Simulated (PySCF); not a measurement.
Sr⁺ (strontium, charge +1) across methods

[Kr] 4d1, 2D determinant (an excited configuration). Calculation: PySCF 2.14, in aug-cc-pVTZ-X2C; the spin-free X2C one-electron Hamiltonian (Gaussian nucleus).

| method | E (hartree) | mean ε 4p α (eV) | mean ε 4p β (eV) | mean ε 4d α (eV) | Σ⟨r²⟩ (bohr²) | ⟨S²⟩ |
| --- | --- | --- | --- | --- | --- | --- |
| revPBE | -3178.82 | -27.361 | -27.008 | -6.264 | 38.30 | 0.750 |
| r2SCAN | -3179.00 | -27.969 | -27.579 | -6.305 | 37.84 | 0.751 |
| r2SCAN0 | -3178.99 | -29.714 | -29.237 | -7.048 | 37.67 | 0.751 |
| UHF | -3177.10814 | -34.238 | -33.467 | -8.695 | 38.49 | 0.752 |
| BP86 | -3179.39 | -27.479 | -27.152 | -6.360 | 38.18 | 0.750 |
| LDA | -3174.83 | -27.532 | -27.200 | -6.180 | 38.18 | 0.750 |
| PBE | -3178.62 | -27.396 | -27.036 | -6.253 | 38.27 | 0.750 |
| r2SCANh | -3178.99 | -28.667 | -28.242 | -6.600 | 37.77 | 0.751 |
| PBE0 | -3178.70 | -29.343 | -28.879 | -6.996 | 37.94 | 0.751 |
